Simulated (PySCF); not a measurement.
SMILES Fc1cc[c]([GeH3])s1, singlet, GFN2-xTB optimised geometry.

```
12

F      0.74    -3.16     0.00
C      0.54    -1.84     0.00
C      1.50    -0.88     0.00
C      0.92     0.41     0.00
C     -0.44     0.41     0.00
Ge    -1.66     1.91     0.00
S     -1.07    -1.21     0.00
H      2.55    -1.09     0.00
H      1.50     1.32     0.00
H     -2.55     1.85    -1.19
H     -0.84     3.16    -0.04
H     -2.50     1.90     1.23
```

Density from B3LYP/def2-TZVP in PySCF at that geometry.

Minimum of the electron density along straight lines between bonded atoms, close to the bond critical point (lines longer than 1.1 times the sum of covalent radii, or with two minima, are not listed):

```tsv
bond	length / Å	ρ at the minimum / e bohr⁻³	∇²ρ there / e bohr⁻⁵	position (fraction from the first atom)
F1–C2	1.334	0.273	-0.08	0.67
C2–C3	1.356	0.339	-1.02	0.53
C3–C4	1.412	0.306	-0.88	0.50
C4–C5	1.362	0.333	-0.97	0.49
C5–Ge6	1.932	0.129	0.16	0.53
C2–S7	1.726	0.217	-0.46	0.50
C5–S7	1.734	0.211	-0.41	0.47
C3–H8	1.074	0.289	-1.05	0.65
C4–H9	1.077	0.290	-1.05	0.65
Ge6–H10	1.491	0.144	0.09	0.60
Ge6–H11	1.490	0.144	0.10	0.60
Ge6–H12	1.491	0.144	0.09	0.60
```
